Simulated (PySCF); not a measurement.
**Polarisability and C₆ of Sn+ (tin, charge +1)**

[Kr] 4d10 5s2 5p1, 2P determinant. All numbers are calculated (PySCF 2.14, scalar relativity through the core potential, in def2-QZVPPD with the def2 core potential (28 electrons) (8s6p5d4f1g, 88 functions)). Coupled (time-dependent) response in atomic units; α is the mean over directions.

```json
{"method": "UHF", "mean α (bohr³)": "28.98", "α xx, yy, zz": "27.61, 31.72, 27.61", "C₆ (like pair)": "229.8", "S(−4)": "278.8"}
{"method": "PBE", "mean α (bohr³)": "27.18", "α xx, yy, zz": "24.94, 31.66, 24.94", "C₆ (like pair)": "209.5", "S(−4)": "262.0"}
{"method": "PBE0", "mean α (bohr³)": "27.26", "α xx, yy, zz": "25.37, 31.05, 25.37", "C₆ (like pair)": "211.3", "S(−4)": "254.2"}
{"method": "wB97X-V", "mean α (bohr³)": "27.23", "α xx, yy, zz": "25.59, 30.50, 25.59", "C₆ (like pair)": "211.5", "S(−4)": "249.6"}
```

S(−4) is the Cauchy moment in α(ω) = α(0) + S(−4) ω² + …

Spin-orbit coupling is absent.

α(iu) at PBE:

```
u (hartree)  α(iu) (bohr³)
          0          27.18
     0.0500          26.55
      0.100          24.85
      0.200          20.08
      0.300          15.60
      0.500          9.780
      0.750          6.262
       1.00          4.504
       1.50          2.813
       2.00          1.987
       3.00          1.168
       5.00         0.5425
```

A single London oscillator, α(iu) = α/(1 + u²/ω²), gives C₆ = (3/4) ω α². Matching the computed C₆ needs ω = 4 × 209.5 / (3 × 27.18²) = 0.378 hartree.

For an ion, C₆ is the dispersion term alone; charge-induced terms of lower order in 1/R come first.

The components differ because the open shell of this determinant is not spherical; for a pure term their mean is the scalar polarisability.

Energies and moments cover only the electrons outside the core potential.
